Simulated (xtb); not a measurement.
2-fluorocyclopent-2-en-1-one (C5H5FO), SMILES O=C1CCC=C1F. All values are semi-empirical tight-binding results from xtb (GFN2-xTB unless named), good for trends rather than for accurate numbers. Geometry: GFN2-xTB. One conformer was computed; it need not be the lowest.

The point group as xtb finds it comes out as Cs. The orbital gap is 3.07 eV and the dipole moment comes out as 5.26 D. The zero-point energy comes out as 54.9 kcal/mol and the G − E(el) at 298.15 K (modified RRHO) comes out as 36.0 kcal/mol. The static polarisability (D4 model) is 59.5 bohr³ and the solvation energy, GFN2-xTB/ALPB(water) is -5.8 kcal/mol. The solvation energy, GFN2-xTB/ALPB(hexane) is -5.5 kcal/mol.

Problem. Give the IR lines (harmonic; lines under 4 % of the strongest left out, lines within 3 cm⁻¹ merged). (An estimate is asked for; the answer gives what the named calculation found.)

Solution. ν (cm⁻¹): 586 (w), 792 (w), 1034 (m), 1096 (w), 1185 (m), 1250 (w), 1269 (w), 1457 (w), 1667 (m), 1786 (vs) (against the strongest line: vs over 80 %, s over 45 %, m over 15 %, w over 4 %, vw less)
